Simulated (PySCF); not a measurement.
Species: C5H8NO (doublet state).
Geometry (GFN2-xTB, Å), atoms numbered from 1 in this order:
```xyz
15
C5H8NO angstrom
N      2.2475    1.0954    0.3118
C      1.8603    0.0110   -0.1684
C      0.6308   -0.7914    0.2851
C     -0.2880   -0.9028   -0.8599
C     -1.4857   -0.0692   -0.6145
C     -1.1229    0.6349    0.7034
O     -0.0801   -0.1166    1.3044
H      1.7026    1.4209    1.1112
H      2.3979   -0.4077   -1.0115
H      0.9888   -1.7498    0.6910
H     -0.0536   -1.4024   -1.7762
H     -1.6927    0.6446   -1.4173
H     -2.3827   -0.6920   -0.5003
H     -1.9467    0.6735    1.4178
H     -0.7799    1.6598    0.5014
```

The hyperfine couplings belong to this conformer and change with its torsions.

Identity: `[H]/N=C\[C@@H]1[CH]CCO1` [radical].

The calculation used PySCF, UKS B3LYP, pcH-1 on C H N O, non-relativistic, mean-field spin-orbit, GIAO. Isolated species at its GFN2-xTB geometry (one conformer only). A GFN2-xTB geometry isn't a minimum of the functional, and hyperfine couplings can be far from their values at a DFT geometry. Stability of the SCF solution: not tested.

Q: Break the g tensor into its mass correction, gauge correction and orbital-Zeeman/spin–orbit terms.

A: 
```tsv
Δg (ppm)	1	2	3
relativistic mass correction	-146	-146	-146
gauge correction	6	26	24
orbital Zeeman/spin–orbit	-15	545	972
total	-155	424	849
```

So g = 2.00216, 2.00274, 2.00317 and g_iso = 2.00269; the tensor is rhombic: the two nearest values differ by 42 % of g3 − g1. Axes: g3 points within 14° of the C4–H11 bond.

Q: What effective moment and Curie constant follow for a powder?

A: With the mean of g² = 4.0108 and S(S+1) = 0.75: μ_eff = √(⟨g²⟩S(S+1)) = 1.734 μB and χT = 0.12505·⟨g²⟩·S(S+1) = 0.376 cm³ K/mol (cgs; spin-Hamiltonian part alone).

Q: At 9.49 GHz, how far is the centre of the isotropic spectrum from where a free electron (g = 2.002319) resonates?

A: B = hν/(g μB) with μB/h = 13.99624 MHz/mT gives 338.63 mT for the free electron and 338.56 mT at g_iso, 0.06 mT lower.

Q: In a frozen sample, at which fields do the three g values resonate at 9.5, 34, 94 and 263 GHz (hyperfine left aside), and which band first spreads them over more than twice a line width of 1.0 mT?

A: 
| band | GHz | B(g3) mT | B(g2) mT | B(g1) mT | spread mT |
| --- | --- | --- | --- | --- | --- |
| X | 9.5 | 338.84 | 338.91 | 339.01 | 0.17 |
| Q | 34.0 | 1212.69 | 1212.95 | 1213.30 | 0.61 |
| W | 94.0 | 3352.73 | 3353.44 | 3354.41 | 1.68 |
| J | 263.0 | 9380.51 | 9382.51 | 9385.22 | 4.70 |

The spread grows in proportion to the frequency. J band is the first where it exceeds 2.0 mT.

The largest Mulliken spin populations are on C4 (+1.00), C5 (-0.09) and C3 (-0.07). No atom but C4 exceeds +0.15. The positive populations add up to 1.20 and the negative ones to -0.20, together 2S = 1. The angles at C4 add up to 359.5°, so it is planar; its axial dipolar tensor and the negative coupling of its proton fit spin in a p orbital normal to that plane.

The HOMO–LUMO gaps are 5.53 eV among the α and 4.96 eV among the β orbitals.

The run took 41 s wall (with the writing of density and orbital grids) on one thread, Arm Neoverse V2 (aarch64), on a shared host, and the process peaked at 0.96 GiB of memory.
